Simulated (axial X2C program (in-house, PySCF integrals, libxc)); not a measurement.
Spin–orbit effects down a group: molecules with Os, PBE0

Calculated with an in-house relativistic program for diatomic molecules, spin-free (one-electron X2C) or two-component (2c: spin–orbit coupling with atomic mean-field Coulomb and Gaunt terms, which also bring small scalar terms), in Dyall basis sets with cores contracted in-house; open shells are unrestricted.

Basis sets: H dyall-v3z, Li dyall-v3z, Na dyall-cv3z, Os dyall-cv3z, Os dyall-v3z.

| molecule | spin-free state | Re (Å) | ωe (cm⁻¹) | De (eV) | 2c state | Re 2c (Å) | ωe 2c (cm⁻¹) | De 2c (eV) |
| --- | --- | --- | --- | --- | --- | --- | --- | --- |
| OsH | M_S = 3/2, Λ = 0 | 1.580 | 2245.7 | 2.72 | Ω = 5/2 | 1.578 | 2256.6 | 2.58 |
| LiOs | M_S = 3/2, Λ = 0 | 2.335 | 447.2 | 1.74 | Ω = 3/2 | 2.347 | 443.0 | 1.53 |
| NaOs | M_S = 3/2, Λ = 0 | 2.683 | 227.4 | 1.22 | Ω = 7/2 | 2.799 | 202.9 | 1.05 |

Task: Work out the shifts from the spin-free to the two-component result.

Result: 

| molecule | 2c state | ΔRe (Å) | Δωe (cm⁻¹) | ΔDe (eV) |
| --- | --- | --- | --- | --- |
| OsH | Ω = 5/2 | other state | other state | n/a |
| LiOs | Ω = 3/2 | 0.012 | -4.2 | -0.21 |
| NaOs | Ω = 7/2 | other state | other state | n/a |

Shifts of one unit in the last digit are rounding.

Each entry is the lowest single determinant of a limited PBE0 search at one distance. De goes to single-determinant-based atoms at the same level (for ions the charge split of lowest energy) and is withheld (n/a) where an atom does not fit its ground term or J level. Main or longest-lived isotopes. One determinant is a doubtful description, or other states lie close, for OsH, LiOs, NaOs; these need not be ground states, and all values refer to the states named. With several unpaired electrons the Ω given is that of one determinant, not necessarily of the lowest component. The functionals have no current term, which raises determinants with orbital currents. The lowest determinant changes configuration between the Hamiltonians for OsH, NaOs, so two states are compared there.
